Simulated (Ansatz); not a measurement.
Species: CsCl (charge -1, doublet). 
Structure (B3LYP-D3(BJ)/def2-TZVP (Ansatz, a program for electronic structure) minimum search):
```xyz
2

Cs     0.0000     0.0000    -0.7361
Cl     0.0000     0.0000     2.3815
```
Charge -1, spin multiplicity 2.

Basis-set convergence of Hartree-Fock and CCSD correlation energies (hartree) with Ansatz. Cores are frozen in the correlated levels unless marked. Open shells are spin-unrestricted. Spin-orbit coupling is left out. The frozen core is the preceding noble-gas configuration, with the filled d and f shells of earlier blocks. The outer core of K, Ca and their heavier congeners is not correlated, a term that matters for these elements. In def2 rows, elements after Kr have scalar-relativistic effective core potentials. This anion needs diffuse functions, which these sets lack.

| basis | functions | E(HF) | E(corr, CCSD) |
|---|---|---|---|
| def2-SVP | 42 | -479.30270 | -0.14814 |
| def2-TZVPP | 78 | -479.46465 | -0.21626 |
| def2-QZVPP | 132 | ___ | ___ |

Complete the blanks.


- def2-QZVPP, E(HF): -479.48080
- def2-QZVPP, E(corr, CCSD): -0.23850
